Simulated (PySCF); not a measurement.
Molecule: `O=C[SiH2]O[SiH2]O[SiH3]`, CH₈O₃Si₃.

Bonds (- single, = double, # triple, : aromatic): O1=C2, C2-Si3, Si3-O4, O4-Si5, Si5-O6, O6-Si7. C2 carries H8; Si3 carries H9, H10; Si5 carries H11, H12; Si7 carries H13, H14, H15.

Frames of a GFN2-xTB Langevin trajectory at 300 K; GIAO PBE0/pcSseg-1 shieldings in PySCF 2.14.0 with density-fitted response routines, gas phase, non-relativistic; equivalent atoms averaged within each frame.

References, each an isolated molecule treated in the same way: 17O (336.08 ppm) against H2O; 13C (186.93 ppm), 29Si (349.16 ppm), 1H (31.72 ppm) against TMS. The references are static minima.

Question: How do the shifts (ppm) fluctuate along the trajectory?

Answer: 
| time (fs) | O1 | O4 | O6 | C2 | Si5 | Si7 | Si3 | H8 | H9/H10 | H13/H14/H15 |
| --- | --- | --- | --- | --- | --- | --- | --- | --- | --- | --- |
| optimised geometry | 975.2 | 52.7 | 44.0 | 252.0 | -44.9 | -42.2 | -59.8 | 12.43 | 4.89 | 5.32 |
| 250 | 903.2 | 59.4 | 52.2 | 236.2 | -41.1 | -46.0 | -57.2 | 12.03 | 5.78 | 5.75 |
| 425 | 917.8 | 56.9 | 43.6 | 245.6 | -44.4 | -43.2 | -61.8 | 12.57 | 5.73 | 5.61 |
| 625 | 931.8 | 69.4 | 57.8 | 245.4 | -33.6 | -45.5 | -38.4 | 13.04 | 4.31 | 5.71 |
| 800 | 908.8 | 62.2 | 43.2 | 242.0 | -43.7 | -39.9 | -52.4 | 12.39 | 4.90 | 5.39 |
| 1000 | 914.3 | 57.3 | 50.1 | 240.3 | -42.2 | -36.9 | -52.3 | 12.16 | 5.41 | 5.42 |
| mean of frames | 915.2 | 61.1 | 49.4 | 241.9 | -41.0 | -42.3 | -52.4 | 12.44 | 5.22 | 5.58 |
| standard deviation | 10.8 | 5.1 | 6.2 | 3.9 | 4.3 | 3.9 | 8.8 | 0.40 | 0.62 | 0.17 |

5 frames give an uncertainty of the mean of about the standard deviation over 2.2 at best, since frames this close in time may not be independent; classical motion lacks zero-point vibration, and the reference would need the same averaging.
